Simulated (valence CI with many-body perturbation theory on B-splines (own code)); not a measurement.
**E1 line list for Tb¹⁶⁺**

Computed by configuration interaction combined with many-body perturbation theory (CI+MBPT): three valence electrons over a frozen Dirac-Fock core [Kr] 4d10, radial functions for each j: 7 s, 7 p, 7 d, 7 f, 4 g, 2 h, with the one-electron correlation potential Σ1 (screened to all orders), the two-electron term Σ2, the three-electron term Σ3, Breit, model QED; selected single and double excitations, second order for the rest, scaled by the run's own slope (own B-spline code, finite nucleus).

No measured levels were compared; by estimate terms of the open shell hold to a few per cent of their energy, and close levels can change places.

Lines 101 to 150 of 547 in falling wavelength, among levels below 107.32 eV, chosen from the strongest by gf and those to the six lowest levels. Wavelengths and rates use the calculated energies, so an error of 2000 cm⁻¹ moves a line at 317.3 Å by 0.63 % and its rate by three times that or more. Electric multipoles are in the length gauge, E1 and E2 with the static RPA response of the core. Weak lines are less certain than strong ones. Lines between different terms over intervals too small for the method are left out, as are lines whose strength nearly cancels. Where a level lies close to another of its J and parity, the split of strength between their lines is uncertain. The highest levels of a list are the least certain.

Names give the largest LS component (configuration and term), which can be under half, so a name can repeat, a term be missing and a line seem to break the LS rules; names also repeat where a configuration has a term twice. Letters in brackets count levels of one name in rising energy.

| λ vac (Å) | Upper | Lower | A (s⁻¹) | S (a.u.) with core polarisation | S without |
| --- | --- | --- | --- | --- | --- |
| 317.3 | 4f²5p ⁴F°_9/2 | 4f²5s ⁴F_9/2 | 3.61e+09 | 5.69e-01 | 7.33e-01 |
| 317.1 | 4f²5p ⁴F°_5/2 [b] | 4f²5s ⁴F_5/2 | 9.24e+09 | 8.73e-01 | 1.12e+00 |
| 317.0 | 4f²5p ²F°_5/2 [c] | 4f²5s ²F_5/2 | 9.47e+09 | 8.93e-01 | 1.15e+00 |
| 316.8 | 4f²5p ⁴I°_15/2 | 4f²5s ⁴H_13/2 | 1.85e+10 | 4.64e+00 | 5.97e+00 |
| 316.8 | 4f5p² ²G°_7/2 | 4f5s5p ²F_7/2 [a] | 3.42e+09 | 4.29e-01 | 5.58e-01 |
| 316.6 | 4f²5p ⁴D°_7/2 | 4f²5s ⁴P_5/2 | 1.68e+10 | 2.10e+00 | 2.70e+00 |
| 316.0 | 4f²5p ²D°_5/2 [c] | 4f²5s ²P_3/2 | 7.56e+09 | 7.06e-01 | 9.08e-01 |
| 316.0 | 4f²5p ²G°_7/2 [b] | 4f²5s ²F_5/2 | 5.60e+09 | 6.98e-01 | 8.96e-01 |
| 315.7 | 4f²5p ⁴F°_7/2 | 4f²5s ⁴F_5/2 | 5.99e+09 | 7.45e-01 | 9.60e-01 |
| 315.5 | 4f5p² ²F°_7/2 [b] | 4f5s5p ²G_7/2 [a] | 4.16e+09 | 5.15e-01 | 6.71e-01 |
| 315.4 | 4f²5p ²P°_3/2 [c] | 4f²5s ²S_1/2 | 1.80e+10 | 1.11e+00 | 1.43e+00 |
| 315.3 | 4f²5p ²F°_7/2 [d] | 4f²5s ²D_5/2 | 1.54e+10 | 1.90e+00 | 2.45e+00 |
| 315.2 | 4f²5p ⁴F°_9/2 | 4f²5s ⁴F_7/2 | 9.08e+09 | 1.40e+00 | 1.81e+00 |
| 315.2 | 4f²5p ⁴G°_9/2 [b] | 4f²5s ⁴F_9/2 | 3.49e+09 | 5.39e-01 | 6.94e-01 |
| 314.8 | 4f²5p ⁴F°_5/2 [b] | 4f²5s ⁴F_3/2 | 5.12e+09 | 4.73e-01 | 6.09e-01 |
| 314.7 | 4f²5p ²G°_9/2 [c] | 4f²5s ²F_7/2 | 4.46e+09 | 6.86e-01 | 8.82e-01 |
| 314.5 | 4f5p² ⁴G°_5/2 [b] | 4f5s5p ⁴F_3/2 | 4.79e+09 | 4.41e-01 | 5.74e-01 |
| 314.0 | 4f5p² ⁴D°_5/2 | 4f5s5p ²F_5/2 [a] | 4.81e+09 | 4.41e-01 | 5.74e-01 |
| 313.5 | 4f²5p ⁴F°_9/2 | 4f²5s ²H_9/2 | 3.75e+09 | 5.70e-01 | 7.34e-01 |
| 313.0 | 4f²5p ⁴G°_11/2 [b] | 4f²5s ⁴F_9/2 | 9.41e+09 | 1.71e+00 | 2.20e+00 |
| 312.7 | 4f²5p ²I°_11/2 [b] | 4f²5s ⁴H_11/2 | 3.63e+09 | 6.58e-01 | 8.47e-01 |
| 312.6 | 4f²5p ²F°_5/2 [b] | 4f²5s ⁴F_7/2 | 6.33e+09 | 5.73e-01 | 7.38e-01 |
| 312.3 | 4f²5p ⁴D°_5/2 | 4f²5s ⁴P_3/2 | 1.55e+10 | 1.40e+00 | 1.80e+00 |
| 312.2 | 4f²5p ²I°_13/2 [a] | 4f²5s ⁴H_13/2 | 5.71e+09 | 1.20e+00 | 1.55e+00 |
| 311.7 | 4f²5p ⁴D°_3/2 [b] | 4f²5s ⁴F_5/2 | 6.86e+09 | 4.11e-01 | 5.29e-01 |
| 311.7 | 4f²5p ²K°_15/2 | 4f²5s ²I_13/2 | 1.90e+10 | 4.55e+00 | 5.84e+00 |
| 311.1 | 4f²5p ²G°_7/2 [a] | 4f²5s ⁴F_5/2 | 6.37e+09 | 7.57e-01 | 9.73e-01 |
| 311.1 | 4f5p² ²G°_9/2 | 4f5s5p ²G_7/2 [a] | 4.68e+09 | 6.95e-01 | 9.02e-01 |
| 311.0 | 4f²5p ²P°_3/2 [b] | 4f²5s ²P_3/2 | 1.49e+10 | 8.83e-01 | 1.13e+00 |
| 310.3 | 4f²5p ⁴G°_5/2 [b] | 4f²5s ⁴H_7/2 | 1.66e+10 | 1.47e+00 | 1.89e+00 |
| 310.3 | 4f²5p ²D°_5/2 [b] | 4f²5s ²D_3/2 | 8.40e+09 | 7.43e-01 | 9.55e-01 |
| 310.2 | 4f5p² ⁴D°_7/2 | 4f5s5p ⁴F_5/2 [a] | 7.46e+09 | 8.80e-01 | 1.14e+00 |
| 309.6 | 4f²5p ⁴G°_11/2 [b] | 4f²5s ⁴H_13/2 | 3.44e+09 | 6.05e-01 | 7.79e-01 |
| 309.4 | 4f²5p ²D°_5/2 [b] | 4f²5s ²D_5/2 | 8.99e+09 | 7.89e-01 | 1.01e+00 |
| 309.3 | 4f²5p ²F°_5/2 [d] | 4f²5s ²G_7/2 | 4.64e+09 | 4.06e-01 | 5.23e-01 |
| 307.8 | 4f5p² ²F°_7/2 [c] | 4f5s5p ²F_5/2 [a] | 7.63e+09 | 8.78e-01 | 1.14e+00 |
| 307.5 | 4f5p² ²F°_7/2 [b] | 4f5s5p ⁴F_9/2 | 4.75e+09 | 5.45e-01 | 7.09e-01 |
| 307.3 | 4f²5p ²D°_5/2 [c] | 4f²5s ⁴P_5/2 | 8.47e+09 | 7.27e-01 | 9.36e-01 |
| 307.0 | 4f²5p ⁴G°_7/2 [b] | 4f²5s ⁴H_9/2 | 4.79e+09 | 5.47e-01 | 7.04e-01 |
| 307.0 | 4f²5p ²I°_11/2 [b] | 4f²5s ⁴H_9/2 | 3.64e+09 | 6.24e-01 | 8.00e-01 |
| 306.2 | 4f5s5p ²F_7/2 [c] | 4f5s² ²F°_7/2 | 1.65e+10 | 1.87e+00 | 2.44e+00 |
| 306.1 | 4f²5p ²G°_7/2 [b] | 4f²5s ²H_9/2 | 5.29e+09 | 5.99e-01 | 7.70e-01 |
| 306.1 | 4f²5p ²I°_13/2 [a] | 4f²5s ⁴H_11/2 | 2.86e+09 | 5.67e-01 | 7.28e-01 |
| 305.8 | 4f²5p ²G°_9/2 [c] | 4f²5s ²H_11/2 | 1.03e+10 | 1.45e+00 | 1.87e+00 |
| 305.7 | 4f²5p ⁴G°_9/2 [b] | 4f²5s ⁴H_11/2 | 3.02e+09 | 4.26e-01 | 5.48e-01 |
| 304.4 | 4f²5p ²H°_9/2 [b] | 4f²5s ²I_11/2 | 1.97e+10 | 2.75e+00 | 3.53e+00 |
| 304.1 | 4f5p² ⁴D°_7/2 | 4f5s5p ⁴G_7/2 | 5.08e+09 | 5.64e-01 | 7.34e-01 |
| 304.0 | 4f5s5p ²F_5/2 [b] | 4f5s² ²F°_5/2 | 3.04e+10 | 2.53e+00 | 3.29e+00 |
| 303.2 | 4f5p² ⁴G°_9/2 | 4f5s5p ⁴G_7/2 | 7.44e+09 | 1.02e+00 | 1.33e+00 |
| 303.1 | 4f5p² ⁴G°_5/2 [b] | 4f5s5p ⁴G_5/2 | 1.21e+10 | 9.98e-01 | 1.30e+00 |
